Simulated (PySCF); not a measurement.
Isomers of C3H9GeNSi, mass 160.972 u with the commonest isotopes. Method used: PySCF 2.14.0, PBE0-D3(BJ)/def2-SVP geometry optimisation, gas phase. One conformer each, none proved a minimum here; rigid rotors.

Question: Order these by rotational constant B, smallest first.
A. `[CH3:1][SiH2:2][CH2:3][GeH2:4][C:5]#[N:6]` with C1–Si2–C3–Ge4 70°, Si2–C3–Ge4–C5 -64°
B. `[CH3:1][Si@H:2]([NH2:3])[C:4]#[C:5][GeH3:6]` with C1–Si2–N3–H 171° and -53°
C. `[CH3:1][C:2]#[C:3][GeH2:4][SiH2:5][NH2:6]` with C3–Ge4–Si5–N6 -42°, Ge4–Si5–N6–H -178° and 42°
D. `[NH2:1][CH2:2][SiH2:3][C:4]#[C:5][GeH3:6]` with H–N1–C2–Si3 -62° and 179°, N1–C2–Si3–C4 57°
E. `[CH3:1][C:2]#[C:3][SiH2:4][NH:5][GeH3:6]` with C3–Si4–N5–Ge6 79°
F. `[CH3:1][C:2]#[C:3][GeH2:4][NH:5][SiH3:6]` with C3–Ge4–N5–Si6 -34°
G. `[N:1]#[C:2][CH2:3][C@H:4]([SiH3:5])[GeH3:6]` with C2–C3–C4–Si5 -173°
H. `[CH:1]#[C:2][Si@@H:3]([CH3:4])[NH:5][GeH3:6]` with C2–Si3–N5–Ge6 83°

Answer: B (503.4 MHz), D (523.9 MHz), E (658.1 MHz), H (868.9 MHz), C (1069 MHz), F (1097 MHz), A (1278 MHz), G (1380 MHz).

Question: Order these by out-of-plane moment Σ m c² = (Ia + Ib − Ic)/2, largest first.
A. `[CH3:1][C:2]#[C:3][SiH2:4][NH:5][GeH3:6]` with C3–Si4–N5–Ge6 79°
B. `[CH3:1][C:2]#[C:3][GeH2:4][SiH2:5][NH2:6]` with C3–Ge4–Si5–N6 -42°, Ge4–Si5–N6–H -178° and 42°
C. `[CH:1]#[C:2][Si@@H:3]([CH3:4])[NH:5][GeH3:6]` with C2–Si3–N5–Ge6 83°
D. `[N:1]#[C:2][CH2:3][C@H:4]([SiH3:5])[GeH3:6]` with C2–C3–C4–Si5 -173°
E. `[CH3:1][C:2]#[C:3][GeH2:4][NH:5][SiH3:6]` with C3–Ge4–N5–Si6 -34°
F. `[NH2:1][CH2:2][SiH2:3][C:4]#[C:5][GeH3:6]` with H–N1–C2–Si3 -62° and 179°, N1–C2–Si3–C4 57°
G. `[CH3:1][SiH2:2][CH2:3][GeH2:4][C:5]#[N:6]` with C1–Si2–C3–Ge4 70°, Si2–C3–Ge4–C5 -64°
H. `[CH3:1][Si@H:2]([NH2:3])[C:4]#[C:5][GeH3:6]` with C1–Si2–N3–H 171° and -53°

Answer: H (19.79 u·Å²), G (18.56 u·Å²), C (18.20 u·Å²), B (17.45 u·Å²), A (16.35 u·Å²), D (14.66 u·Å²), F (13.72 u·Å²), E (10.19 u·Å²).

Question: Order these by rotational constant C, largest first.
A. `[CH3:1][SiH2:2][CH2:3][GeH2:4][C:5]#[N:6]` with C1–Si2–C3–Ge4 70°, Si2–C3–Ge4–C5 -64°
B. `[N:1]#[C:2][CH2:3][C@H:4]([SiH3:5])[GeH3:6]` with C2–C3–C4–Si5 -173°
C. `[NH2:1][CH2:2][SiH2:3][C:4]#[C:5][GeH3:6]` with H–N1–C2–Si3 -62° and 179°, N1–C2–Si3–C4 57°
D. `[CH3:1][C:2]#[C:3][GeH2:4][NH:5][SiH3:6]` with C3–Ge4–N5–Si6 -34°
E. `[CH:1]#[C:2][Si@@H:3]([CH3:4])[NH:5][GeH3:6]` with C2–Si3–N5–Ge6 83°
F. `[CH3:1][C:2]#[C:3][GeH2:4][SiH2:5][NH2:6]` with C3–Ge4–Si5–N6 -42°, Ge4–Si5–N6–H -178° and 42°
G. `[CH3:1][C:2]#[C:3][SiH2:4][NH:5][GeH3:6]` with C3–Si4–N5–Ge6 79°

Answer: A (881.3 MHz), B (837.5 MHz), F (774.0 MHz), D (744.9 MHz), E (704.4 MHz), G (573.5 MHz), C (482.0 MHz).

| SMILES | point group | Ia (u·Å²) | Ib (u·Å²) | Ic (u·Å²) | κ | μa (D) | μb (D) | μc (D) |
| --- | --- | --- | --- | --- | --- | --- | --- | --- |
| C[SiH2][CH2][GeH2][C]#N | C1 | 215.00 | 395.58 | 573.45 | -0.46 | 0.93 | 3.24 | 0.45 |
| C#C[Si@@H](C)[NH][GeH3] | C1 | 172.20 | 581.64 | 717.44 | -0.85 | 0.09 | 0.23 | 1.08 |
| CC#[C][GeH2][NH][SiH3] | C1 | 237.99 | 460.87 | 678.49 | -0.49 | 0.90 | 0.20 | 0.37 |
| NC[SiH2]C#[C][GeH3] | C1 | 111.24 | 964.69 | 1048.50 | -0.98 | 0.22 | 1.16 | 1.23 |
| C[Si@H](N)C#[C][GeH3] | C1 | 97.16 | 1004.01 | 1061.60 | -0.99 | 0.13 | 0.51 | 1.02 |
| CC#C[SiH2][NH][GeH3] | C1 | 146.02 | 767.88 | 881.21 | -0.94 | 0.75 | 1.24 | 0.89 |
| CC#[C][GeH2][SiH2]N | C1 | 215.03 | 472.85 | 652.98 | -0.63 | 1.27 | 1.84 | 0.18 |
| N#CC[C@H]([SiH3])[GeH3] | C1 | 266.62 | 366.17 | 603.47 | 0.03 | 2.95 | 1.15 | 0.41 |
